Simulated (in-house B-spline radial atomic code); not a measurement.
Ge⁴⁺. Computed with a B-spline radial atomic code. Model: all-electron spherical atom, spin shells full or empty, radial basis limit, no spin-orbit coupling, Breit or QED, empty-state partial waves extrapolated as (l+1/2)^-4, RPA, G0W0 and static COHSEX of the highest shell as one setting changes (uncorrelated shells keep exact exchange).

Empty levels are discrete states of a finite basis, so the steps are uneven.

Given: element Ge; charge 4; filled core Ar; hamiltonian one-electron scalar X2C; mean-field start PBE; highest l of empty states 9; nuclear rms radius 4.0742 fm; lowest nl shells left uncorrelated 4; highest mean-field shell 3d; box radius 11.96 bohr.

Shell: 3d 5 5 (electrons up and down).

```
highest empty level kept (hartree)  RPA correlation energy (hartree)  G0W0 level (eV)  G0W0 minus most complete (meV)  COHSEX level (eV)  linearised minus solved G0W0 (meV)
                              8.33                          -0.49749          -89.177                          1557.1            -91.014                               -68.1
                             16.67                                 ?                ?                               ?                  ?                                   ?
                             29.17                          -0.88114          -90.019                           714.9            -93.618                               -78.9
                                50                                 ?                ?                               ?                  ?                                   ?
                             83.33                           -1.0741          -90.531                           203.3            -95.268                               -86.4
                               150                           -1.1229          -90.678                            55.7            -95.768                               -88.7
                               250                           -1.1355          -90.717                            16.7            -95.885                               -89.3
                               500                           -1.1397          -90.731                             3.4            -95.922                               -89.5
                              1000                           -1.1407          -90.734                             0.5             -95.93                               -89.5
                            2083.3                           -1.1409          -90.734                               0            -95.931                               -89.5
                              5000                            -1.141          -90.734                               0            -95.931                               -89.5
                             16667                            -1.141          -90.734                               0            -95.931                               -89.5
```

Q: What follows for highest empty level kept = 50?

A: RPA correlation energy -1.0077 hartree; G0W0 level -90.344 eV; G0W0 minus most complete 389.7 meV; COHSEX level -94.631 eV; linearised minus solved G0W0 -83.6 meV.

Q: What follows for highest empty level kept = 16.67?

A: RPA correlation energy -0.7182 hartree; G0W0 level -89.622 eV; G0W0 minus most complete 1112.2 meV; COHSEX level -92.355 eV; linearised minus solved G0W0 -73.5 meV.
